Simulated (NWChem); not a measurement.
Molecule: C₄H₄; SMILES C#CC=C

```xyz
8

C      0.1733    -1.9186     0.0000
C     -0.1079    -0.7409     0.0000
C     -0.4872     0.6323     0.0000
C      0.3772     1.6582     0.0000
H      0.4417    -2.9503     0.0000
H     -1.5582     0.8341     0.0000
H      1.4515     1.5006     0.0000
H      0.0232     2.6845     0.0000
```
Atoms are numbered in this order, from 1.

Program: NWChem. Geometry optimised at B3LYP/6-31G*; all other runs use it. Pople sets run with spherical d functions.

| quantity | level | value |
|---|---|---|
| vertical, lowest excitation, singlet (eV) | PBE0/def2-SVPD, TDA | ___ |
| −ε(HOMO) (eV) | PBE/def2-SVP | ___ |
| cavity-dispersion-structure term (kcal/mol) in water | B3LYP/6-31G*, SMD | 4.6 |
| isotropic polarisability (bohr³), static | PBE0/def2-SVPD | 49.8 |
| dipole (D) | B3LYP/6-31G* | ___ |
| highest harmonic frequency (cm⁻¹) | B3LYP/6-31G* | 3497 |

Problem. What belongs in the gaps?

Solution. 
- vertical, lowest excitation, singlet (eV), value: 5.29
- −ε(HOMO) (eV), value: 6.02
- dipole (D), value: 0.33
